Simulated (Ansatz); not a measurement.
GeH2Me(vinyl) (C3H8Ge), 12 atoms. Hardware: 4 threads of Intel Xeon on a shared host.

Correlated methods freeze 12 core orbitals; core or outer-core shells of Ge are correlated, in sets that lack core-valence functions.

Task: How many basis functions does each of these Ansatz runs have, and roughly what does it cost? r2SCANh-D4/def2-TZVP, charge 0 singlet, energy, from earlier orbitals; PBE0-D4/def2-TZVP, charge 1 doublet at the geometry of the charge 0 singlet, energy, from earlier orbitals; PBE0-D4/def2-TZVPD, charge -1 doublet at the geometry of the charge 0 singlet, energy, from earlier orbitals; PBE0-D4/def2-TZVP, charge 0 triplet at the geometry of the charge 0 singlet, energy; PBE0-D4/def2-SVP, charge 1 doublet at the geometry of the charge 0 singlet, energy with a search over starts; r2SCAN-D4/def2-TZVPD, charge 0 singlet, energy, from earlier orbitals; PBE0-D4/def2-SVP, charge 0 singlet, energy with a search over starts; PBE-D4/def2-TZVP, charge 0 singlet, energy, from earlier orbitals; r2SCAN0-D4/def2-TZVP, charge 0 singlet, energy and forces, from earlier orbitals; B3LYP-D4/def2-TZVP, charge 0 singlet, energy, from earlier orbitals; r2SCAN-D4/def2-SVP, charge 0 singlet, relaxation, 6 steps; CCSD(T)/def2-TZVP, charge 0 singlet, energy, from earlier orbitals.

Result: Other jobs shared the machine, so times can vary by a factor of up to 3. A dash marks memory too small to be measured apart from the calling script's.

| run | functions | fitting or Cholesky vectors | wall time | peak host memory (GiB) |
| --- | --- | --- | --- | --- |
| PBE-D4/def2-TZVP, charge 0 singlet, energy, from earlier orbitals | 189 | 1250 | 7 s | – |
| PBE0-D4/def2-SVP, charge 0 singlet, energy with a search over starts | 114 | 1328 | 8 s | – |
| B3LYP-D4/def2-TZVP, charge 0 singlet, energy, from earlier orbitals | 189 | 1281 | 8.6 s | – |
| PBE0-D4/def2-TZVP, charge 0 triplet at the geometry of the charge 0 singlet, energy | 189 | 1293 | 12 s | 0.61 |
| PBE0-D4/def2-SVP, charge 1 doublet at the geometry of the charge 0 singlet, energy with a search over starts | 114 | 1167 | 13 s | – |
| PBE0-D4/def2-TZVP, charge 1 doublet at the geometry of the charge 0 singlet, energy, from earlier orbitals | 189 | 1293 | 13 s | 0.59 |
| r2SCANh-D4/def2-TZVP, charge 0 singlet, energy, from earlier orbitals | 189 | 1269 | 14 s | – |
| r2SCAN0-D4/def2-TZVP, charge 0 singlet, energy and forces, from earlier orbitals | 189 | 1293 | 15 s | – |
| r2SCAN-D4/def2-TZVPD, charge 0 singlet, energy, from earlier orbitals | 237 | 1303 | 16 s | – |
| PBE0-D4/def2-TZVPD, charge -1 doublet at the geometry of the charge 0 singlet, energy, from earlier orbitals | 237 | 1356 | 26 s | 0.84 |
| r2SCAN-D4/def2-SVP, charge 0 singlet, relaxation, 6 steps | 114 | 1289 | 29 s | – |
| CCSD(T)/def2-TZVP, charge 0 singlet, energy, from earlier orbitals | 189 | 1310 | 85 s | 2.2 |
